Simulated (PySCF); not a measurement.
SiHClBr2, SMILES Br[SiH](Br)Cl.

Coordinates come from a PBE-D3(BJ)/def2-SVP optimisation.

All values below come from PBE-D3(BJ)/def2-SVP (PySCF).

Frequencies are harmonic and unscaled.

| mode | ν (cm⁻¹) | IR (km/mol) | moving atoms (share of kinetic energy) |
|---|---|---|---|
| 1 | 110 | 0.5 | Br 76 %, Cl 13 %, Si 10 % |
| 2 | 132 | 1.0 | Cl 59 %, Br 37 % |
| 3 | 190 | 2.6 | Cl 38 %, Br 31 %, Si 30 % |
| 4 | 377 | 21.4 | Si 61 %, Br 28 %, Cl 8 % |
| 5 | 472 | 109.6 | Si 74 %, Br 20 % |
| 6 | 564 | 102.8 | Si 56 %, Cl 37 % |
| 7 | 742 | 149.4 | H 93 % |
| 8 | 761 | 117.5 | H 91 % |
| 9 | 2223 | 56.9 | H 96 % |
